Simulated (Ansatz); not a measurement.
Two isomers of C2H8OSSi: A = `CO[SiH](C)S`, B = `CSC[SiH2]O`.

Isolated molecules relaxed with PBE0-D4/def2-TZVP in Ansatz; ΔE leaves out vibrations. CCSD(T)/CBS is the MP2 limit (def2-TZVPP, def2-QZVPP) plus CCSD(T) − MP2 in def2-TZVPP, frozen cores. Functionals use def2-TZVPP. Each species was taken in one conformer, which may not be the lowest.

A:

```xyz
13

C    -0.9460   -1.3899    1.3217
O     0.1772   -0.7363    0.7810
Si    0.1166    0.2307   -0.5417
C     1.8158    0.9266   -0.7699
S    -1.2583    1.8621   -0.3040
H    -1.4227   -2.0473    0.5846
H    -0.6148   -1.9993    2.1640
H    -1.6876   -0.6684    1.6810
H    -0.3679   -0.5611   -1.7057
H     1.8761    1.5022   -1.6956
H     2.0749    1.5840    0.0633
H     2.5511    0.1200   -0.8084
H    -2.3142    1.1766   -0.7704
```

B:

Z-matrix (Å, degrees):
```
C
S 1 1.798
H 1 1.091 2 110.6
H 1 1.090 2 106.6 3 118.1
H 1 1.090 2 112.2 3 -122.8
C 2 1.813 1 100.9 3 61.9
Si 6 1.881 2 110.5 1 74.5
H 6 1.094 2 110.1 1 -52.9
H 6 1.094 2 105.1 1 -168.0
O 7 1.644 6 108.3 2 45.8
H 7 1.484 6 111.5 2 163.9
H 7 1.490 6 109.3 2 -76.0
H 10 0.964 7 112.6 6 -34.9
```

Q: Which is lower in electronic energy at CCSD(T)/CBS, and by how much? (Estimate.)

A: Computed: A, by 18.2 kcal/mol.

Q: Give E(B) − E(A) in kcal/mol with CCSD/def2-TZVPP, PBE-D4, CCSD(T)/def2-TZVPP, PBE0-D4, r2SCAN-D4, MP2/def2-TZVPP, ωB97M-V. (An estimate is asked.)

A: Ansatz gave: CCSD/def2-TZVPP 19.7, PBE-D4 18.1, CCSD(T)/def2-TZVPP 19.0, PBE0-D4 18.8, r2SCAN-D4 19.8, MP2/def2-TZVPP 18.2, ωB97M-V 19.2. None reverses the order clearly.

Largest T1 diagnostic: 0.011.

In def2-TZVPP, CCSD(T) changes the Hartree–Fock value by −3.3 kcal/mol (the triples alone add −0.6 kcal/mol) and MP2 by −4.1 kcal/mol.
